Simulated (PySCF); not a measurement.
## Unknown compound

An unknown has the formula C6H9NOSi. Its calculated NMR data are:

1H NMR (400 MHz, computed): δ 6.92 (m, 1H), 6.92 (m, 1H), 5.03 (s, 2H), 3.56 (d, 2H), 1.66 (t, 1H), 0.04 (br s, 2H).

13C{1H} NMR (computed): δ 206.8 (C), 154.7 (C), 146.4 (CH2), 85.4 (C), 81.1 (CH), 32.8 (CH2).

- PBE0/pcSseg-1 with gauge-including orbitals
- GFN2-xTB geometry
- run in PySCF
- no solvent model, single conformer, relativity neglected, rapidly exchanging positions averaged

Scale: TMS for 1H and 13C (reference shieldings calculated alike).

Choose the structure that fits.
A. N#CC[SiH2]O[C@]12C[C@H]1C2
B. C=C(C#N)C[SiH2]C(C)=O
C. C=Nc1ccc([SiH2]C)o1
D. C#CCC(=O)C(=C)[SiH2]N
E. C=C(CC(C)=O)[SiH2]C#N

Answers

D. 

1. Rings plus π bonds: 4 (no ring in the answer).
2. 6 carbon signals for 6 carbons: no two carbons are equivalent.
3. Carbon types of the structure: 3 × C, 1 × CH, 2 × CH2, leaving 4 H on heteroatoms.
4. δC 206.8: ketone carbonyl carbon; the double bond to the heteroatom, with no lone-pair donor beside it, deshields it most.
5. δC 154.7: α carbon of a C=C–C=O unit; the olefinic region.
6. δC 146.4: β carbon of a C=C–C=O unit; conjugation with the carbonyl draws π density from the β position.
7. δC 85.4: alkyne carbon; sp carbons lie upfield of alkene carbons because the cylindrical π system leaves one tensor component strongly shielded.
8. δC 81.1: terminal alkyne carbon; the triple bond shields along its axis, which puts it between sp3 and sp2 carbons.

The others: N#CC[SiH2]O[C@]12C[C@H]1C2 would give 5 carbon signals, not 6; C=C(CC(C)=O)[SiH2]C#N has carbons computed at 218.4, 146.7, 136.7, 126.9, 54.8, 31.9, with a different DEPT pattern; C=Nc1ccc([SiH2]C)o1 would give 6 signals for carbon-bound and other non-exchanging H, not 5; C=C(C#N)C[SiH2]C(C)=O has carbons computed at 242.3, 141.6, 124.0, 123.8, 42.8, 21.3, with a different DEPT pattern.

Exchangeable OH/NH protons stand at their gas-phase positions; hydrogen bonding in a real sample shifts them, mostly to higher δ. Shifts are as computed. Against solution values, carbons near 30 ppm lie about +3 ppm off and those near 130 ppm about +5 ppm. Of 1309 compounds with measured shifts, 239 miss one by over three times the rms of a fit or turn the order of signals round; such compounds aren't used in these exercises. No couplings were computed; multiplicities are counted from neighbouring protons, with m where these are inequivalent, close in shift, in a saturated or five-membered ring or joined by F or P, and br s for small geminal =CH2 splittings.
